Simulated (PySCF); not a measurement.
BGeH₉Si₂.
SMILES with atom numbers: `[BH2:1][Si@H:2]([SiH3:3])[GeH3:4]` (hydrogens: H5, H6 on B1; H7 on Si2; H8, H9, H10 on Si3; H11, H12, H13 on Ge4)

Level of theory: PySCF 2.14.0, PBE0-D3(BJ)/def2-SVP geometry optimisation, gas phase.

Problem. List the bond lengths and angles at this level.

Solution. 
```
                     bond  length (pm)   order
                   B1–Si2        199.4  single
                  Si2–Si3        235.2  single
                  Si2–Ge4        239.4  single
             B1–H5, B1–H6        120.8  single
                   Si2–H7        149.8  single
  Si3–H8, Si3–H9, Si3–H10        149.6  single
Ge4–H11, Ge4–H12, Ge4–H13        154.1  single
```

Bonds in one row agree within 1 pm and their mean is given. Orders are formal, as drawn. A selection of angles:
```
      angle  degrees
  Si2–B1–H5    123.3
  Si2–B1–H6    118.4
   H5–B1–H6    118.3
 B1–Si2–Si3    108.8
 B1–Si2–Ge4    108.6
  B1–Si2–H7    116.1
Si3–Si2–Ge4    104.5
 Si3–Si2–H7    109.3
 Ge4–Si2–H7    109.0
 Si2–Si3–H8    110.1
 Si2–Si3–H9    111.5
  H8–Si3–H9    108.7
Si2–Ge4–H11    109.2
Si2–Ge4–H13    111.7
H11–Ge4–H12    108.8
```

Si2 (SiH silicon) is distorted tetrahedral (angles from 104.5° to 116.1°). Si3 (SiH3 silicon) is tetrahedral (angles from 108.7° to 111.5°). Ge4 (germanium bonded to Si and 3 H) is tetrahedral (angles from 108.6° to 111.7°). B1 (three-coordinate boron) is planar (angles 123.3°, 118.4° and 118.3°, sum 360.0°, 0.00 Å off the plane of its three neighbours).

Point group: C1 (no symmetry element, even within 0.4 Å). No frequency check. One conformer, not necessarily the lowest (H–B1–Si2–Si3 -123° and 57°).

Time: 51 s wall; peak memory 0.54 GiB. Hardware: one thread of an Arm Neoverse V1, shared host with 32 logical CPUs at a one-minute load of 40. These figures are those of the optimisation.
